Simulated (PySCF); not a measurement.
**Cost of excited-state runs on `InChI=1S/C9H8/c1-3-9-6-4-5-8(2)7-9/h1,4-7H,2H3`**

Bonds (- single, = double, # triple, : aromatic): C1#C2, C2-C3, C3:C4, C4:C5, C5:C6, C6:C7, C7-C8, C7:C9, C9:C3. C1 carries H10; C4 carries H11; C5 carries H12; C6 carries H13; C8 carries H14, H15, H16; C9 carries H17.

PySCF with density fitting, on 1 thread of an Arm Neoverse V2, shared host. Command: `OMP_NUM_THREADS=1 python excited_run.py task.json out`

Problem. How long does each of these runs take, and how much memory?
- first hyperpolarisability, CAM-B3LYP/aug-cc-pVDZ; writes grids
- excited states, wB97X-D/def2-TZVP; Tamm-Dancoff; spin-orbit couplings; 6 states; 5 triplets; quadratic response for 4 states; writes grids
- excited states, CAM-B3LYP/aug-cc-pVDZ; two-photon moments; 8 states; quadratic response for 6 states; 0 triplets

Solution. 
| run | level | basis functions | wall time | peak memory (GiB) |
| --- | --- | --- | --- | --- |
| first hyperpolarisability | CAM-B3LYP/aug-cc-pVDZ | 279 | 65 s | 1.2 |
| excited states | wB97X-D/def2-TZVP | 327 | 83 s | 1.4 |
| excited states | CAM-B3LYP/aug-cc-pVDZ | 279 | 78 s | 1.2 |

Times from a shared host are rough.
